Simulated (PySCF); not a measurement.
2-fluoro-2-methylpropane (C4H9F), SMILES CC(C)(C)F.

Coordinates come from a PBE-D3(BJ)/def2-SVP optimisation.

Computed with PySCF with PBE/def2-TZVP.

Symmetry labels are those of the subgroup Cs that the program uses (full group C3v).

Computed valence orbital energies around the gap with their symmetry:
```json
[
 {"orbital": "HOMO−7", "symmetry": "A'", "energy (eV)": "-9.84"},
 {"orbital": "HOMO−6", "symmetry": "A\"", "energy (eV)": "-9.84"},
 {"orbital": "HOMO−5", "symmetry": "A'", "energy (eV)": "-9.54"},
 {"orbital": "HOMO−4", "symmetry": "A\"", "energy (eV)": "-8.87"},
 {"orbital": "HOMO−3", "symmetry": "A'", "energy (eV)": "-8.81"},
 {"orbital": "HOMO−2", "symmetry": "A\"", "energy (eV)": "-8.81"},
 {"orbital": "HOMO−1", "symmetry": "A'", "energy (eV)": "-7.50"},
 {"orbital": "HOMO", "symmetry": "A\"", "energy (eV)": "-7.50"},
 {"orbital": "LUMO", "symmetry": "A'", "energy (eV)": "0.21"},
 {"orbital": "LUMO+1", "symmetry": "A'", "energy (eV)": "1.07"},
 {"orbital": "LUMO+2", "symmetry": "A'", "energy (eV)": "1.75"},
 {"orbital": "LUMO+3", "symmetry": "A\"", "energy (eV)": "1.75"}
]
```
